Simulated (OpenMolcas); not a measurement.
4d⁸ along the 44-electron sequence

| Quantity | Value |
| --- | --- |
| Program | OpenMolcas 26.06 |
| Method | SS-CASPT2, IPEA 0.25 Eh, imaginary shift 0.1 Eh |
| Basis | ANO-RCC-VTZP |
| Scalar Hamiltonian | DKH2, point nucleus |
| Spin-orbit coupling | RASSI with atomic mean-field integrals over the reference wave functions, term energies averaged over their components |

Active space for each ion: 8 electrons in 5 orbitals (4d); closed shells correlated by CASPT2: 4s 4p.

Computed levels in cm-1 above ³F₄:

| Level | Rh+ | Pd2+ | Ag3+ |
| --- | --- | --- | --- |
| ³F₃ | 2370 | 3140 | 3980 |
| ³F₂ | 3530 | 4560 | 5630 |
| ³P₁ | 11620 | 14060 | 16410 |
| ³P₀ | 11860 | 14310 | 16660 |
| ¹G₄ | 15340 | 18210 | 21160 |
| ¹S₀ | 35630 | 42070 | 48310 |
| weight of ³F in the lowest level (%) | 99 | 99 | 99 |

Measured, with the error of the calculation in %. Measured levels: Rh+ from NIST Handbook of Basic Atomic Spectroscopic Data; Pd2+ from Moore, Atomic Energy Levels, vol. III, NSRDS-NBS 35 (1971 reprint of NBS Circular 467, 1958); Ag3+ from the list in Gamrath, thesis, University of Mons (2023).

```
Level            Rh+          Pd2+          Ag3+
  ³F₃    2401 (-1.1)   3230 (-2.8)   4172 (-4.6)
  ³F₂    3581 (-1.4)   4687 (-2.6)   5830 (-3.4)
  ³P₁  10515 (+10.5)  13470 (+4.4)  15900 (+3.2)
  ³P₀  10761 (+10.2)  13699 (+4.5)  16092 (+3.5)
  ¹G₄   14855 (+3.3)  17880 (+1.8)  20570 (+2.9)
  ¹S₀                               47139 (+2.5)
```

The fine-structure level ³F₂ changes by a factor of 1.59 from Rh+ to Ag3+. Its fourth root runs 7.71, 8.22, 8.66, with steps per unit of Z of 0.51, 0.44; equal steps would mean a (Z - σ)^4 law with constant σ.

³P₁ changes by a factor of 1.41 over the same range, with steps per unit of Z of +2440, +2350 cm-1.

CASPT2 does not keep the components of a term degenerate, so their means are used; among the terms shown or strongly mixed into the levels shown the widest spread is 800 cm-1 (4d⁸ ³F, Pd2+). Configurations with an s electron lie low at this charge and mix in, so terms can be misplaced (holds for Rh+). Levels of configurations with an s electron are missing; early in the row they begin among the upper levels of the d shell and mix with terms of their name (holds for Pd2+). Measured partners are found by configuration, term and J. A level has none where our copy of the source lacks it or the pairing is in doubt (some pairs that miss far off the trend of their configuration count as doubtful), and it then counts in no deviation. Only configurations of the active space appear.
